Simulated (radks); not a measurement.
The numbers below are computed, except where a source is named.
Charge is removed step by step from the 2p down level of the nickel ion Ni3+, starting from [He] 2s2 2p(up 3, down 3) 3s2 3p6 3d7. Level of theory: non-relativistic Kohn-Sham, PBE, spin-polarised, spherical densities, point nucleus; open shells are filled with parallel spins first (a radial shooting solver on a logarithmic mesh with Libxc functionals).

removed (e)  E - E(0) (eV)  eigenvalue (eV)  E minus straight line (eV)
0                    0.000          -879.82                       0.000
0.125               110.47          -887.62                      -3.469
0.25                221.91          -895.48                      -5.960
0.375               334.34          -903.39                      -7.465
0.5                 447.76          -911.34                      -7.979
0.625               562.17          -919.35                      -7.495
0.75                677.60          -927.40                      -6.008
0.875               794.03          -935.50                      -3.511
1                   911.47          -943.64                       0.000

Removing the whole electron costs 911.47 eV by Delta-SCF, against 879.82 eV from minus the eigenvalue at the starting occupation. Slater's transition state (half an electron removed) gives 911.34 eV. Integrating minus the eigenvalue over the occupation (Janak's theorem) gives 911.47 eV. The mean slope of the eigenvalue, de/dn, is 63.8 eV per electron.
